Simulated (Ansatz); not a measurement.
Ge(H)2(Me)(OMe) (C₂H₈GeO), SMILES C[O][GeH2][CH3].

Geometry: PBE-D3(BJ)/def2-SVP. This is a generated structure with no PubChem entry under its InChIKey; it may be hypothetical. The values are those of a single conformer.

Two levels are set side by side: PBE/def2-SVPD (Ansatz, an electronic-structure program) and CAM-B3LYP/def2-SVPD (Ansatz). Energy differences of separate SCF runs at the same geometry; the states with an electron removed or added have multiplicity 2 and 2. Differences are taken from unrounded values.

| quantity | CAM-B3LYP |
|---|---|
| vertical ionisation energy (eV) | 9.91 |
| vertical singlet–triplet gap (eV) | 6.52 |

**Question.** What does PBE give, and how far is it from CAM-B3LYP? (An estimate is asked for; the answer gives what the named calculation found.)

**Answer.** 
```
quantity                            PBE  PBE minus CAM-B3LYP
---------------------------------  ----  -------------------
vertical ionisation energy (eV)    9.46                -0.45
vertical singlet–triplet gap (eV)  5.87                -0.65
```
